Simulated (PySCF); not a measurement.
Dipole moment and polarisability of SbH2Br

Species: SbH2Br.
Geometry (PBE0-D3(BJ)/def2-SVP, Å), atoms numbered from 1 in this order:
```
atom  x, y, z in Å
Sb1    0.1059    0.1985    0.8056
H2     1.5012    0.1485   -0.1985
H3    -0.5915    1.3844   -0.2268
Br4   -1.0156   -1.7315   -0.3803
```

Level: B3LYP/def2-SVPD (PySCF), static field, nuclei fixed, core orbitals frozen in the response. The polarisability tensor in these axes (au):

```
x   64.13  9.69  4.76
y    9.69 75.12  8.17
z    4.76  8.17 62.71
```

**Question.** What are the eigenvalues, a third of the trace, and Δα (Δα² = ½Σ(αi − αj)² over the three pairs)?

**Answer.** Principal values 58.49, 58.66 and 84.81 au; mean 67.32 au = 9.98 Å³ = 11.10 × 10⁻⁴⁰ C²·m²/J; Δα = 26.24 au (39 % of the mean).

**Question.** What is the dipole moment, and where does it point?

**Answer.** (1.04, 1.80, 1.28) D, 2.44 D in size, pointing from the negative to the positive side. Measured along this direction, the outermost atoms are Br4 at the negative end and H3, H2 and Sb1 at the positive end.

**Question.** Orientational against electronic polarisability at 500 K (dilute gas, rigid molecules)?

**Answer.** In Gaussian units μ²/3kT = 28.71 Å³ against 9.98 Å³, a ratio of 2.88; the Debye molar polarisation (4π/3)N_A(α + μ²/3kT) is 97.6 cm³/mol, leaving out the vibrational part.

**Question.** Refractivity n − 1 of an ideal gas of it at 500 K and 1 atm, from the electronic α?

**Answer.** N = p/kT = 1.4678 × 10¹⁹ cm⁻³, so n − 1 = 2π × N × 9.98 × 10⁻²⁴ cm³ = 920 × 10⁻⁶ at long wavelengths.

**Question.** Find the Langevin capture rate constant for O2+ (31.990 u) meeting this molecule (201.838 u), k = 2.342 × 10⁻⁹ cm³/s × √(α in Å³ / reduced mass in u).

**Answer.** The reduced mass is 27.61 u, so k = 1.41 × 10⁻⁹ cm³/s. The formula leaves out the permanent dipole, which adds to the capture rate.

**Question.** Estimate the molar refractivity from the static electronic polarisability.

**Answer.** Lorentz–Lorenz: R = (4π/3)N_A α = 2.5225 cm³/(mol·Å³) × 9.98 Å³ = 25.2 cm³/mol, in the limit of long wavelengths.

**Question.** Sum over states: ᾱ = Σ f/ω², ω in Eh. What share falls to these 10 lowest TDDFT singlets (eV, f)? 4.16, 0.0249; 4.57, 0.0047; 5.56, 0.0606; 5.82, 0.0313; 5.98, 0.0309; 6.28, 0.0124; 6.56, 0.0002; 6.69, 0.0004; 7.05, 0.0449; 7.27, 0.1407.

**Answer.** They add up to 6.89 au, 10.2 % of the 67.32 au; the largest single term is 1.97 au, from the state at 7.27 eV. Terms in order: 1.07, 0.17, 1.45, 0.68, 0.64, 0.23, 0.00, 0.01, 0.67, 1.97 au. Higher excitations give the rest. The strengths listed sum to 0.351.

Geometry: PBE0-D3(BJ)/def2-SVP; no solvent, vibrations or thermal averaging. Atoms past krypton carry effective core potentials; spin–orbit coupling is left out. The calculation is non-relativistic apart from the core potentials, for bromine too.
